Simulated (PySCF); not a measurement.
## Simulated absorption spectrum

C₃H₈ClFSi.
InChI=1S/C3H8ClFSi/c4-1-3(5)2-6/h3H,1-2H2,6H3/t3-/m1/s1

Theory: TDDFT PBE0/def2-SVPD, vertical, gas phase, core orbitals frozen in the response (PySCF). One conformer (not necessarily the lowest) at the GFN2-xTB geometry, without solvent, vibrations or thermal averaging. Torsions of this conformer, `[F:1][C@@H:2]([CH2:3][SiH3:4])[CH2:5][Cl:6]`: F1–C2–C3–Si4 -60°, F1–C2–C5–Cl6 169°.

Computed states:

| state | E (eV) | f |
| --- | --- | --- |
| S1 | 7.38 | 0.0023 |
| S2 | 7.44 | 0.0027 |
| S3 | 8.10 | 0.0041 |
| S4 | 8.24 | 0.0085 |
| S5 | 8.29 | 0.0075 |
| S6 | 8.50 | 0.013 |
| S7 | 8.62 | 0.046 |
| S8 | 8.69 | 0.070 |

Each state is given a Gaussian of 0.3 eV full width at half maximum, with ε(max) = 2.175×10⁸ f / Δν̃ (Δν̃ the width in cm⁻¹). The width is an assumption, not a result. The curve ends short of the highest state used, and states not computed would add to its high-energy end.

Question: Give the broadened spectrum and its maxima.

Answer: 
| E (eV) | ε (L mol⁻¹ cm⁻¹) |
| --- | --- |
| 6.93 | 0 |
| 6.96 | 1 |
| 7.00 | 3 |
| 7.03 | 6 |
| 7.06 | 11 |
| 7.10 | 25 |
| 7.13 | 42 |
| 7.16 | 68 |
| 7.20 | 117 |
| 7.23 | 166 |
| 7.26 | 223 |
| 7.30 | 304 |
| 7.33 | 361 |
| 7.36 | 407 |
| 7.39 | 435 |
| 7.43 | 437 |
| 7.46 | 413 |
| 7.49 | 370 |
| 7.53 | 295 |
| 7.56 | 233 |
| 7.59 | 175 |
| 7.63 | 111 |
| 7.66 | 74 |
| 7.69 | 48 |
| 7.72 | 32 |
| 7.76 | 23 |
| 7.79 | 27 |
| 7.82 | 39 |
| 7.86 | 72 |
| 7.89 | 114 |
| 7.92 | 173 |
| 7.96 | 286 |
| 7.99 | 398 |
| 8.02 | 536 |
| 8.05 | 697 |
| 8.09 | 942 |

Maxima: 167 nm (7.41 eV), ε about 440, made up of S1 (45%) and S2 (55%) (ε in L mol⁻¹ cm⁻¹; maxima over ε = 5, shares over 10%). At its high-energy end, 8.09 eV, the curve is still rising (ε about 940, from S3, S4 and S5).

Question: Coming from long wavelengths, where does ε first pass 100 L mol⁻¹ cm⁻¹?

Answer: At about 172 nm (7.19 eV), 0.19 eV below S1.

Question: What would ε be at 7.41 eV, the highest of these maxima, with half the width (0.15 eV)?

Answer: About 819 L mol⁻¹ cm⁻¹ against 441, a factor of about 1.9; a lone state at its own centre would give exactly 2.

Without π bonds the low states are Rydberg-like; a valence basis with one diffuse set may place them up to an eV too high.
